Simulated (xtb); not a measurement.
C2H14Si4, SMILES [SiH3]C[SiH2][SiH2]C[SiH3]. All values are semi-empirical tight-binding results from xtb (GFN2-xTB unless named), good for trends rather than for accurate numbers. Coordinates come from a GFN2-xTB optimisation. This is a generated structure with no PubChem entry under its InChIKey; it may be hypothetical. The values are those of a single conformer.

Task: Estimate the properties. (An estimate is asked for; the answer gives what the named calculation found.)

Result: 
```json
{
  "orbital_gap": "4.20 eV",
  "dipole_moment": "0.49 D",
  "zero_point_energy": "83.8 kcal/mol",
  "G − E(el) at 298.15 K (modified RRHO)": "58.7 kcal/mol",
  "static polarisability (D4 model)": "140.8 bohr³",
  "solvation energy, GFN2-xTB/ALPB(water)": "0.4 kcal/mol",
  "solvation energy, GFN2-xTB/ALPB(thf)": "-6.7 kcal/mol"
}
```
